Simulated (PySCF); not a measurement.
C₂H₁₂BNO₂Si₂, SMILES CB(C)O[SiH2]O[SiH2]N (GFN2-xTB optimised geometry):

```
20

Si    -2.419    -1.455     2.893
N     -0.851    -0.907     3.332
O     -2.684    -1.007     1.351
Si    -2.169    -0.299     0.000
O     -0.558    -0.299     0.000
B      0.674    -0.558    -0.406
C      1.901    -0.174     0.542
C      0.945    -1.236    -1.823
H     -2.618    -2.909     2.873
H     -3.394    -0.745     3.715
H     -0.156    -0.825     2.606
H     -0.432    -1.183     4.203
H     -2.732    -1.113    -1.074
H     -2.531     1.113     0.000
H      2.732     0.245    -0.019
H      2.282    -1.066     1.038
H      1.623     0.538     1.316
H      1.188    -0.468    -2.555
H      1.786    -1.924    -1.804
H      0.073    -1.768    -2.196
```

Computed with B3LYP/def2-SVP (PySCF).

Question: What are the frontier orbital energies and the dipole moment?

Answer: HOMO-2 -8.25 eV, HOMO-1 -7.56 eV, HOMO -6.89 eV, LUMO 0.20 eV, LUMO+1 0.88 eV; dipole moment 1.42 D.

On the same geometry PBE/def2-SVP in PySCF gives HOMO-2 -6.99 eV, HOMO-1 -6.35 eV, HOMO -5.68 eV, LUMO -0.64 eV, LUMO+1 0.21 eV; dipole moment 1.47 D.

Meta-Löwdin charges at B3LYP/def2-SVP: Si1 1.00, N2 -0.70, O3 -0.81, Si4 1.11, O5 -0.57, B6 0.37, C7 -0.42, C8 -0.43, H9 -0.16, H10 -0.15, H11 0.22, H12 0.21, H13 -0.15, H14 -0.15, H15 0.11, H16 0.11, H17 0.10, H18 0.11, H19 0.10, H20 0.10.
